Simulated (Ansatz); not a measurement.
Cartesian coordinates in Å:
```
C 1.244 -0.119 -1.460
N 0.418 -0.525 -0.336
C 1.085 -1.499 0.510
W -1.387 0.059 -0.072
C -1.194 1.770 1.149
S -2.321 0.729 -1.867
S -2.557 -1.324 1.051
H 0.723 0.603 -2.085
H 2.173 0.333 -1.094
H 1.505 -0.990 -2.072
H 0.446 -1.794 1.341
H 2.011 -1.071 0.910
H 1.342 -2.393 -0.070
H -2.180 2.189 1.365
H -0.712 1.504 2.093
H -0.595 2.529 0.638
```

Total charge 0; spin multiplicity 1. W: def2 effective core potential.

Q: List the r2SCAN/def2-TZVPP orbital energies in eV (Ansatz 0.2.0). (Estimate.)

A: The calculation gave: Occupied: -2408.50, -2408.50, -386.69, -274.45, -274.45, -272.85, -212.95, -212.95, -156.96, -156.96, -156.93, -156.93, -156.90, -156.90, -80.42, -44.06, -43.98, -43.79, -24.49, -19.29, -17.94, -17.25, -16.85, -16.68, -12.91, -12.50, -12.44, -10.68, -10.51, -10.46, -10.13, -9.85, -8.48, -8.30, -8.08, -7.71, -7.40, -6.78, -6.57, -6.08. Lowest empty: -2.92, -2.57, -1.78, -1.20, -0.92, 0.23, 1.54, 2.01.
